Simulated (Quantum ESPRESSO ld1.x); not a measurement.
Task: The mean radii <r> (bohr) of the occupied orbitals of an atom or ion are listed with their occupations. Method: scalar-relativistic Kohn-Sham, LDA (Slater exchange, VWN5 correlation), spin-polarised, spherical densities, point nucleus; computed with ld1.x of Quantum ESPRESSO 7.5.

orbital  occ.      <r>
1s          2  0.04707
2s          2   0.2104
2p          6   0.1839
3s          2   0.6254
3p          6   0.6476
3d         10   0.7320
4s          2    1.932

Name the element and its charge.

Result: Z = 32, germanium, charge +2: Ge2+ in [Ar] 3d(up 5, down 5) 4s2. The 1s radius gives Z: for a bare nucleus <r> = (2 gamma + 1)/(2Z) with gamma = sqrt(1 - (Z/c)^2), 0.04601 bohr for Z = 32, and screening makes it slightly larger (0.04707 here). The occupations add up to 30, and the charge is Z minus that.
